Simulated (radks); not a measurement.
Excited configurations of Pd I: one electron is placed in a higher orbital outside [Kr] 4d9. The ground configuration is [Kr] 4d10. Calculated with a radial shooting solver on a logarithmic mesh with Libxc functionals: scalar-relativistic Kohn-Sham, LDA (Slater exchange, Perdew-Wang correlation), spin-polarised, spherical densities, point nucleus; open shells are filled with parallel spins first (spin-orbit coupling, left out, can overturn this in heavy ions). Excitation = E - E(ground); binding = E(ion) - E, where the ion is the core of charge +1; n* = 1/sqrt(2 binding) in atomic units, and the quantum defect is n - n*.

| outer orbital | excitation (eV) | binding (eV) | n* | eigenvalue (eV) | <r> (bohr) |
|---|---|---|---|---|---|
| 5p | 5.003 | 4.233 | 1.793 | -2.059 | 4.529 |
| 5d | 7.612 | 1.624 | 2.894 | -0.782 | 10.05 |
| 5f | 8.600 | 0.637 | 4.623 | -0.381 | 29.40 |
| 6s | 6.690 | 2.546 | 2.311 | -1.557 | 8.549 |
| 6p | 7.412 | 1.824 | 2.731 | -1.077 | 11.15 |
| 6d | 8.243 | 0.994 | 3.700 | -0.583 | 19.36 |
| 7s | 7.914 | 1.323 | 3.207 | -0.844 | 16.64 |
| 7p | 8.196 | 1.040 | 3.616 | -0.659 | 20.48 |
| 7d | 8.574 | 0.663 | 4.530 | -0.420 | 31.34 |

The Delta-SCF ionisation energy is 9.237 eV (NIST Atomic Spectra Database: 8.337 eV, measured). Self-interaction in the functional shifts the binding energies and quantum defects, so they are the method's values and not measured ones. Open shells are spherical and high-spin; term and fine-structure splittings are not resolved.
